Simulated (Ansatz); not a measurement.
Conformers of C2H5FSe (SMILES CC[Se]F), B3LYP-D3(BJ)/def2-TZVP minima from an xTB search, which can miss the lowest.
Conformer 1 (charge 0, multiplicity 1, Z-matrix in Å and degrees):
```
C
H 1 1.0894
H 1 1.0943 2 107.68
C 1 1.5190 2 112.43 3 124.18
H 4 1.0898 1 110.73 2 62.41
H 4 1.0901 5 108.22 1 -122.12
H 4 1.0930 5 107.98 6 -117.26
Se 1 1.9528 2 107.03 3 -110.00
F 8 1.7820 1 95.86 2 -61.53
```
Conformer 2 (charge 0, multiplicity 1, Z-matrix in Å and degrees):
```
C
H 1 1.0883
H 1 1.0883 2 109.55
C 1 1.5240 2 111.78 3 -124.48
H 4 1.0912 1 109.67 2 61.64
H 4 1.0913 5 107.68 1 121.66
H 4 1.0914 5 107.68 6 116.69
Se 1 1.9577 2 107.46 3 116.46
F 8 1.7800 1 96.34 2 -58.89
```

Cores are frozen in the correlated methods. Filled d and f shells under p-block atoms count as core. MP2 and its Hartree–Fock in cc-pVQZ are density fitted.

Run with Ansatz (a program for electronic structure) with Gaussian orbitals. 

The energy of conformer 2 above conformer 1 is E(conformer 2) − E(conformer 1). Total energies (hartree):

| level | conformer 2 | conformer 1 |
|---|---|---|
| HF/cc-pVTZ | -2578.0137039 | -2578.0148058 |
| MP2/cc-pVTZ | -2578.7741101 | -2578.7756173 |
| HF/cc-pVQZ | -2578.0326904 | -2578.0336457 |
| MP2/cc-pVQZ | -2578.8536117 | -2578.8549615 |
| CCSD(T)/cc-pVTZ | -2578.8401911 | -2578.8416925 |

### Question
Work out the energy of conformer 2 above conformer 1 at the basis-set limit: extrapolate the MP2 correlation part as X⁻³, take Hartree–Fock from the larger set, and add the CCSD(T) − MP2 difference of cc-pVTZ.

### Answer

1. Differences (1 hartree = 627.509 kcal/mol): HF/cc-pVTZ 0.691; MP2/cc-pVTZ 0.946; HF/cc-pVQZ 0.599; MP2/cc-pVQZ 0.847; CCSD(T)/cc-pVTZ 0.942.
2. Correlation parts, MP2 less HF: 0.254 in cc-pVTZ (X = 3), 0.248 in cc-pVQZ (X = 4).
3. Limit (4³·(0.248) − 3³·(0.254))/(4³ − 3³) = 0.243; with HF/cc-pVQZ it gives 0.842.
4. CCSD(T) less MP2 in cc-pVTZ: -0.004.
Result: 0.84 kcal/mol, against 0.95 at MP2/cc-pVTZ. It is an estimate of this method's limit, not of the exact value.
